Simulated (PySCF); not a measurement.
BrClFHOSi, SMILES Cl[Si](O)(F)Br.

The structure is a stationary point at B3LYP-D3(BJ)/def2-SVP. One conformer was computed; it need not be the lowest.

Two levels are set side by side: PBE/def2-TZVP (PySCF) and CAM-B3LYP/def2-TZVP (PySCF). Same geometry, gas phase. Differences are taken from unrounded values.

```csv
quantity,CAM-B3LYP,PBE,PBE minus CAM-B3LYP
orbital gap (eV),11.05,6.36,-4.70
highest occupied level (eV),-10.42,-7.73,2.69
lowest empty level (eV),0.64,-1.37,-2.00
dipole moment (D),1.77,1.70,-0.07
mean polarisability (bohr³),54.4,57.4,3.0
```

PBE's occupied levels lie high since its potential decays too fast outside the molecule; exact exchange lowers them and widens the gap. PBE's more diffuse valence density responds more strongly to a field. Differences between two approximate levels are no errors against the true value.

Rough cost on one machine, each run with all the roots and properties that it gave: CAM-B3LYP against PBE within a factor of 2.
